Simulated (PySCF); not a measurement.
The multiplicity was assumed; other spin states weren't computed. def2 core potentials replace the inner electrons of Au.

Excitations are Tamm–Dancoff values on a coarser integration grid. The basis has no diffuse functions, so Rydberg states are missing or too high.

Cartesian coordinates (Å):
```xyz
14

Au     4.2480    -0.9116     0.6737
S      2.7036     0.4742     1.6240
C      1.1981     0.1324     0.7521
C      0.0534    -0.2036     1.5110
C     -1.1930    -0.3400     0.8892
C     -1.3116    -0.2100    -0.5129
S     -2.8725    -0.5726    -1.2744
Au    -3.5198     1.4105    -2.2050
C     -0.1567     0.0969    -1.2763
C      1.0736     0.2889    -0.6517
H      0.1502    -0.3426     2.5979
H     -2.0891    -0.5690     1.4845
H     -0.2471     0.1956    -2.3681
H      1.9629     0.5507    -1.2440
```
Charge 0, spin multiplicity 1.

### Question
Give the HOMO, T1 excitation (TDA) and dipole moment at the level TPSSh-D3(BJ)/def2-SVP // PBE-D3(BJ)/def2-SVP run with PySCF.

### Answer

```yaml
HOMO: -5.59 eV
T1 excitation (TDA): 1.28 eV
dipole_moment: 0.376 e·Å
```
